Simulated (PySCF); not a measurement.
BH2O3, SMILES [O-]B(O)O, charge -1. Atoms are numbered in the order given.

```xyz
6

O      0.0000     1.1715    -0.7241
B      0.0000     0.0000     0.1083
O      0.0000    -1.1715    -0.7241
O      0.0000     0.0000     1.4070
H      0.0000     1.9086    -0.1058
H      0.0000    -1.9086    -0.1058
```
Charge -1, spin multiplicity 1.

Coordinates come from a B3LYP-D3(BJ)/def2-SVPD optimisation. Other conformers were not sampled.

Method: PBE/def2-TZVPD in PySCF.

Symmetry labels are those of the subgroup C2v that the program uses (full group C2v).

Computed valence orbital energies around the gap with their symmetry:
```
orbital  symmetry  energy (eV)
-------  --------  -----------
HOMO−7         B2        -5.42
HOMO−6         A1        -3.98
HOMO−5         B2        -3.89
HOMO−4         B1        -3.33
HOMO−3         A1        -1.78
HOMO−2         A2        -1.63
HOMO−1         B1        -0.15
HOMO           B2         0.46
LUMO           A1         3.26
LUMO+1         B2         4.01
LUMO+2         A1         4.66
LUMO+3         B1         5.05
```
